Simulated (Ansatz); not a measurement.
Total energies of `[CH3][SnH2][CH3]`.

```xyz
11

C     0.3421   -1.3839    1.0967
Sn   -0.7931    0.1795    0.1711
C     0.4208    1.2112   -1.2612
H    -0.2679   -1.9141    1.8283
H     1.2119   -0.9635    1.6026
H     0.6827   -2.0939    0.3423
H    -1.3363    1.2820    1.3664
H    -2.1640   -0.4898   -0.6113
H     1.2921    1.6440   -0.7685
H     0.7601    0.5173   -2.0310
H    -0.1483    2.0111   -1.7353
```

Total charge 0; spin multiplicity 1. Correlated methods include outer-core shells of Sn, which these sets cover unevenly. Sn: def2 effective core potential. The geometry is a stationary point of PBE0-D4/def2-TZVP. Basis def2-TZVPP, Ansatz 0.2.0.

RPA on PBE orbitals: Hartree–Fock energy of these orbitals -293.71721 Eh, correlation -1.14106 Eh (frozen core).

```tsv
functional	kind	energy without D4 (Eh)	D4 term (kJ/mol)
BLYP	GGA	-295.22434	-38.1
HSE06 (plane-wave form)	screened hybrid	-295.23309	-13.9
```

Problem. Give the same for LDA (SPW92), PBE, revPBE, r2SCAN, B97M-V, PBE0, B3LYP, r2SCANh, r2SCAN0, BHLYP, CAM-B3LYP, LC-ωPBE, ωB97X-V, ωB97M-V, B2PLYP, PBE-QIDH. (An estimate is asked.)

Solution. Computed: 
```csv
functional,kind,energy without D4 (Eh),D4 term (kJ/mol)
LDA (SPW92),LDA,-294.19779,–
PBE,GGA,-295.20877,-17.6
revPBE,GGA,-295.35941,-51.0
r2SCAN,meta-GGA,-295.36597,-4.3
B97M-V,meta-GGA with VV10,-295.34652,–
PBE0,"global hybrid, 25 % exact exchange",-295.24073,-14.9
B3LYP,"global hybrid, 20 %",-295.42502,-28.3
r2SCANh,"meta-GGA hybrid, 10 %",-295.35249,-4.6
r2SCAN0,"meta-GGA hybrid, 25 %",-295.33316,-5.1
BHLYP,"global hybrid, 50 %",-295.21344,-22.8
CAM-B3LYP,range-separated hybrid,-295.27308,-15.2
LC-ωPBE,long-range corrected hybrid,-295.33487,–
ωB97X-V,range-separated hybrid GGA with VV10,-295.30056,–
ωB97M-V,range-separated hybrid meta-GGA with VV10,-295.22648,–
B2PLYP,double hybrid,-295.04592,–
PBE-QIDH,double hybrid,-295.03738,–
```

B3LYP takes the VWN-RPA correlation (the form of Gaussian; ORCA's B3LYP/G). HSE06 is the plane-wave form, built on full-range PBE exchange. The double hybrids freeze the cores in their second-order part.

LC-ωPBE has ω = 0.4 bohr⁻¹.
